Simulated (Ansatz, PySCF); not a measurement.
Gas-phase reaction R1 → P1 + P2, each structure at its B3LYP-D3(BJ)/def2-TZVP stationary point, reached from a drawn start (curvature not checked).
P1: SiH4 (SMILES [SiH4]), charge 0, multiplicity 1.
R1, Si2H6 (SMILES [SiH3][SiH3]) (charge 0, multiplicity 1):
| atom | x (Å) | y (Å) | z (Å) |
|---|---|---|---|
| Si | -1.1661 | 0.1185 | -0.0175 |
| Si | 1.1661 | -0.1185 | 0.0175 |
| H | -1.7630 | -0.8118 | -1.0064 |
| H | -1.5367 | 1.5059 | -0.3883 |
| H | -1.7339 | -0.1825 | 1.3192 |
| H | 1.5367 | -1.5059 | 0.3883 |
| H | 1.7630 | 0.8118 | 1.0064 |
| H | 1.7339 | 0.1825 | -1.3192 |
P2, SiH2 (SMILES [SiH2]) (charge 0, multiplicity 1):
```xyz
3

Si     0.00000    -0.70866     0.00000
H      1.09126     0.35428     0.00000
H     -1.09126     0.35428     0.00000
```

P less R. No zero-point or thermal terms.

Programs: Ansatz (a quantum-chemistry and plane-wave program) with Gaussian orbitals; PySCF for the D3/D4 terms. No computed number here is a measurement.

Q: One of these levels gives 252.5 kJ/mol for the reaction energy. Name it.
A) SVWN5/def2-TZVPP
B) BLYP-D3(BJ)/def2-TZVPP
C) PBE0/def2-TZVPP

A: C, PBE0/def2-TZVPP. The others give 277.2 (SVWN5/def2-TZVPP), 226.3 (BLYP-D3(BJ)/def2-TZVPP)
